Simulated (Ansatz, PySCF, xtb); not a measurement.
Donor–acceptor adduct: BF3 (SMILES FB(F)F) (first 4 atoms) with CH5N (SMILES CN); geometry from B3LYP-D3(BJ)/def2-TZVP, rigid monomers moved along the line of their centres of mass till B2···N6 is 1.51 Å.
(charge 0, multiplicity 1):
```xyz
11

F     -0.55506    -1.01569     0.57119
B     -0.06718     0.21498     0.94590
F     -0.79610     1.27627     0.45883
F      1.29215     0.34956     0.78142
C      0.38471    -0.73928     3.20279
N     -0.31355     0.31873     2.43393
H      1.45007    -0.65473     3.00662
H      0.03567    -1.70462     2.84648
H      0.19099    -0.64115     4.26988
H     -0.01236     1.24162     2.73838
H     -1.31789     0.27180     2.58961
```

Interaction energies are E(AB) − E(A) − E(B) at the monomers' geometry in the complex; basis-set methods are counterpoise corrected. Rows marked so take none.

Rows in 6-31G* carry no dispersion term and start afresh at each structure (6-31G* with six Cartesian d functions).

Codes used: Ansatz (Gaussian basis) for Hartree–Fock, density functionals and correlated methods; PySCF for 6-31G* rows; xtb for the GFN methods. 

Q: One of these levels gives -39.51 kcal/mol for the interaction energy. Name it.
(A) HF/aug-cc-pVDZ
(B) GFN2-xTB
(C) M06-2X/6-31G* (no counterpoise)

A: B, GFN2-xTB. The others give -46.90 (HF/aug-cc-pVDZ), -53.86 (M06-2X/6-31G* (no counterpoise))

Ansatz is an electronic-structure program.
